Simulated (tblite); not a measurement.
Species: C7H4FN.
Geometry (GFN2-xTB, Å), atoms numbered from 1 in this order:
```
atom  x, y, z in Å
C1    -2.5318   -0.7891    0.4116
C2    -1.2673   -0.4253    0.2089
C3    -0.8394    0.9479    0.1054
F4    -1.8019    1.8808    0.2346
C5     0.4205    1.3778   -0.1067
C6     1.5049    0.5191   -0.2530
C7     2.4775   -0.1971   -0.3845
C8     3.5544   -1.0109   -0.5236
N9     4.4649   -1.7052   -0.6386
H10   -3.3184   -0.0596    0.5126
H11   -2.8154   -1.8241    0.4810
H12   -0.4746   -1.1527    0.1050
H13    0.6224    2.4388   -0.1704
```

Computed values, GFN2-xTB/tblite, gas phase, harmonic and unscaled. Errors from tens to a few hundred cm⁻¹ against measured bands are possible. One conformer, not necessarily the lowest.

Harmonic wavenumbers (cm⁻¹): 59.7, 80.2, 123.8, 159.5, 192.1, 242.8, 329.8, 394.5, 409.0, 412.7, 479.6, 486.4, 583.7, 691.6, 770.5, 806.8, 857.6, 898.6, 1001.4, 1012.0, 1149.6, 1252.3, 1258.1, 1330.2, 1401.3, 1606.5, 1644.5, 2264.3, 2336.8, 3065.6, 3082.4, 3110.6, 3147.6.

A = 4314, B = 663.7, C = 575.2 MHz; mass 121.033 u (most abundant isotopes); point group Cs, symmetry number 1.

Question: What is the zero-point energy?

Answer: Half the sum of the wavenumbers: 18321 cm⁻¹ = 219.17 kJ/mol.

Question: What is S at 400 K and 1 bar for an ideal gas of classical rigid rotors and harmonic oscillators?

Answer: Translation 174.78, rotation 127.75, vibration 141.65: S = 444.2 J/(mol K).

Question: And Cp and H(400 K) − H(0)?

Answer: Cp = 168.00 J/(mol K), of which vibrations give 134.74 (their classical limit is 33 R = 274.4); H(400 K) − H(0) = 42.69 kJ/mol without the zero-point energy, 29.38 from vibrations.

Question: How do the functions run with temperature in this model?

Answer: 
```csv
T (K),S (J/(mol K)),Cp (J/(mol K)),H − H(0) (kJ/mol),G − H(0) (kJ/mol),ln q(vib)
100,285.7,73.4,5.14,-23.43,1.34
200,348.5,111.0,14.42,-55.28,3.63
300,399.6,142.3,27.13,-92.75,5.95
500,484.0,188.6,60.56,-181.43,10.36
800,582.6,230.1,123.97,-342.08,16.27
1000,635.9,247.7,171.84,-464.05,19.76
```

q(vib) and H(0) count from the zero-point level.

Question: What must be added to the electronic energy to get the Gibbs energy at 400 K and 1 bar?

Answer: ZPE + [H(400 K) − H(0)] − T·S = 219.17 + 42.69 − 177.67 = 84.19 kJ/mol.

Hindered rotation and anharmonicity are outside this model. Other conformers, if any are populated, would add a mixing term that is left out.
